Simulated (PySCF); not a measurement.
Geometry (Å), atoms numbered from 1 in this order:
```xyz
7

Si   -0.0632   -0.0125   -0.0635
S     0.0033   -0.0095    2.0553
H    -1.3412    0.0651    2.1770
S     1.9710   -0.0359   -0.6576
H     1.6599   -0.1006   -1.9717
Cl   -1.0572    1.6330   -0.8012
Cl   -1.0809   -1.6417   -0.8068
```

- shieldings: GIAO B3LYP/pcSseg-1
- geometry: PBE0-D3(BJ)/def2-SVP
- code: PySCF 2.14
- in vacuum, a single conformation, non-relativistic Hamiltonian, equivalent nuclei averaged

References, each an isolated molecule treated in the same way: TMS for 1H, 29Si; 33S vs CS2; 35Cl vs HCl.

| atoms | nucleus | count | δ (ppm) |
| --- | --- | --- | --- |
| Si1 | 29Si | 1 | ? |
| Cl6/Cl7 | 35Cl | 2 | ? |
| S2/S4 | 33S | 2 | -94 |
| H3/H5 | 1H | 2 | 1.37 |

Task: Estimate the values marked ?.

Result: 
- Si1: 50.9 ppm, silicon bonded to 2 Cl, 2 S
- Cl6/Cl7: 215 ppm, chlorine bonded to Si

Exchangeable OH/NH protons stand at their gas-phase positions; hydrogen bonding in a real sample shifts them, mostly to higher δ.
